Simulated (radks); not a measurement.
Results of a calculation; reference values are marked as such.
Problem. The mean radii <r> (bohr) of the occupied orbitals of an atom or ion are listed with their occupations. Code: a radial shooting solver on a logarithmic mesh with Libxc functionals. Model: scalar-relativistic Kohn-Sham, LB94 model potential, spin-polarised, spherical densities, finite nucleus; Fermi nuclear charge, rms radius of each element as measured or else 0.836 A^(1/3) + 0.57 fm.

orbital  occ.      <r>
1s down     1  0.02607
1s up       1  0.02607
2s up       1   0.1119
2s down     1   0.1119
2p up       3  0.09794
2p down     3  0.09794
3s up       1   0.2986
3s down     1   0.2986
3p up       3   0.2963
3p down     3   0.2963
3d up       5   0.2726
3d down     5   0.2726
4s up       1   0.6936
4s down     1   0.6941
4p up       3   0.7373
4p down     3   0.7381
4d down     5   0.8266
4d up       5   0.8249
5s down     1    1.551
5s up       1    1.558
5p up       1    1.731

Name the element and its charge. Open shells, if any, are filled with parallel spins first.

Solution. Z = 55, caesium, charge +6: Cs6+ in [Kr] 4d10 5s2 5p1. The 1s radius gives Z: for a bare nucleus <r> = (2 gamma + 1)/(2Z) with gamma = sqrt(1 - (Z/c)^2), 0.02574 bohr for Z = 55, and screening makes it slightly larger (0.02607 here). The occupations add up to 49, and the charge is Z minus that.
